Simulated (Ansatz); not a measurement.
Species: C$_{2}$H$_{11}$NSi$_{2}$ (charge 0, singlet). 
Coordinates optimised at B3LYP-D3(BJ)/def2-TZVP (Ansatz, an electronic-structure program):
```
Si
N 1 1.7377
H 2 1.0104 1 115.96
Si 2 1.7270 3 114.41 1 176.07
H 4 1.4820 2 107.77 3 4.56
H 4 1.4836 5 109.05 2 -121.55
H 4 1.4849 5 108.78 6 -116.06
H 1 1.4891 2 110.31 3 63.76
C 1 1.8706 8 109.07 2 -118.19
H 9 1.0920 1 111.78 8 60.63
H 9 1.0921 10 108.10 1 -122.96
H 9 1.0922 10 107.52 11 -116.16
C 1 1.8717 8 107.64 2 120.73
H 13 1.0922 1 110.93 8 177.29
H 13 1.0927 14 107.88 1 -121.97
H 13 1.0928 14 108.26 15 -116.07
```

Quantity: vertical ionisation energy (to the doublet state of charge +1; each state is the SCF solution reached for its spin), in eV. Valence correlation only, unless marked. UHF or UKS for open shells. No spin-orbit coupling. Non-relativistic. CBS(X,Y): correlation extrapolated as X^-3; Hartree-Fock from the larger set. The bracket is a focal-point correction in the basis named.

```
level                                                                      program  vertical ionisation energy (eV)
-------------------------------------------------------------------------  -------  -------------------------------
HF/aug-cc-pV(Q+d)Z                                                          Ansatz                             8.28
SVWN5/def2-TZVPD                                                            Ansatz                             8.87
CAM-B3LYP/def2-TZVPD                                                        Ansatz                             9.28
RI-MP2/aug-cc-pV(T+d)Z                                                      Ansatz                             9.81
RI-MP2/aug-cc-pV(Q+d)Z                                                      Ansatz                             9.87
RI-MP2/CBS(aug-cc-pV(T+d)Z,aug-cc-pV(Q+d)Z)                                 Ansatz                             9.91
RI-MP2/CBS(aug-cc-pV(T+d)Z,aug-cc-pV(Q+d)Z)+[CCSD(T)-MP2]/aug-cc-pV(T+d)Z   Ansatz                             9.55
```
